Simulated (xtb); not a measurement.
AlOBr, SMILES [Al]([Br])=[O]. All values are semi-empirical tight-binding results from xtb (GFN2-xTB unless named), good for trends rather than for accurate numbers. Geometry: GFN2-xTB.

Optimised geometry:

```xyz
3

Al     0.0000     0.0000    -1.1756
O      0.0000     0.0000    -2.7384
Br     0.0000     0.0000     1.0626
```
Charge 0, spin multiplicity 1.

For metal compounds this method's bond lengths and energies can be far off.

Computed properties:
```yaml
point_group_as_xtb_finds_it: C∞v
orbital_gap: 3.66 eV
zero_point_energy: 2.8 kcal/mol
G − E(el) at 298.15 K (modified RRHO): -13.1 kcal/mol
```

**Question.** Give the atomic charges and the Wiberg bond orders between heavy atoms. (The exact figures need the calculation; the answer reports its results.)

**Answer.** charges (e) Al1 0.44, O2 -0.43, Br3 0.00. Bond orders Al1–O2 2.19, Al1–Br3 1.47.
